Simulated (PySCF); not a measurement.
Ni(CO)2 (C₂NiO₂), SMILES [O+]#[C-]->[Ni]<-[C-]#[O+], multiplicity 1. Coordinates come from a B3LYP-D3(BJ)/def2-SVP optimisation. The multiplicity is an assumed one; other spin states were not compared.

Computed equilibrium geometry at B3LYP-D3(BJ)/def2-SVP (PySCF confirms it by a frequency run) as a Z-matrix, and its point group:
point group C2v.
```
Ni
C 1 1.7485
O 2 1.1478 1 169.90
C 1 1.7485 2 137.81 3 0.00
O 4 1.1478 1 169.90 2 0.00
```
Charge 0, spin multiplicity 1.
